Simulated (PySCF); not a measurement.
# Working out the ionisation energy of O²⁺

O²⁺ [He] 2s2 2p2 (3P) → O³⁺ [He] 2s2 2p1 (2P). All numbers are calculated (PySCF 2.14, no relativity, point nucleus, in dyall-acv3z). Frozen: nothing; the 5 highest virtual orbitals dropped. Energies in hartree (1 hartree = 27.21139 eV):

| part | O²⁺ (lower) | O³⁺ (upper) |
| --- | --- | --- |
| UHF | -73.106257 | -71.099285 |
| CCSD correlation | -0.153037 | -0.144943 |
| (T) | -0.001647 | -0.001406 |

Problem. What does Hartree-Fock give?

Solution. (-71.099285) − (-73.106257) = 2.006972 hartree = 54.612 eV.

Problem. What do CCSD and CCSD(T) give?

Solution. The CCSD correlation energies differ by 0.008094 hartree = 0.220 eV and the triples by 0.000241 hartree = 0.007 eV, so CCSD gives 54.832 eV and CCSD(T) 54.839 eV.

A first-order spin-orbit estimate adds -0.005 eV to CCSD(T) (valence and next inner shell), giving 54.834 eV against 54.936 eV (semi-empirical (NIST evaluation); NIST Atomic Spectra Database, ionization energies).

What remains against the reference includes basis incompleteness and higher excitations.
